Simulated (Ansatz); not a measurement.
Species: C$_{2}$H$_{3}$BCl (charge 0, doublet). It need not be the lowest isomer of its formula. SMILES: C=C[B]Cl
Structure (B3LYP-D3(BJ)/def2-TZVP (Ansatz, a program for electronic structure) minimum search):
```
C
C 1 1.3386
H 2 1.0838 1 121.00
H 2 1.0846 3 116.68 1 180.00
H 1 1.0899 2 118.49 3 180.00
B 1 1.5267 5 120.06 2 -180.00
Cl 6 1.7339 1 126.02 5 0.00
```
Charge 0, spin multiplicity 2.

Parts of the frozen-core correlation energy in cc-pwCVTZ (Ansatz, hartree). Frozen orbitals: 8; correlated occupied orbitals by spin: 11 and 10; virtual: 211 and 212. Open shells are spin-unrestricted. Spin-orbit coupling is left out. Non-relativistic.

```csv
term,value
reference (HF),-561.68738
MP2 opposite-spin,-0.44341
MP2 same-spin,___
CCSD correlation,___
(T),___
T1 diagnostic,0.024
largest doubles amplitude,0.077
<S^2> of the reference,0.821
```

Fill in the missing entries.


- MP2 same-spin, value: -0.13960
- CCSD correlation, value: -0.62452
- (T), value: -0.02987
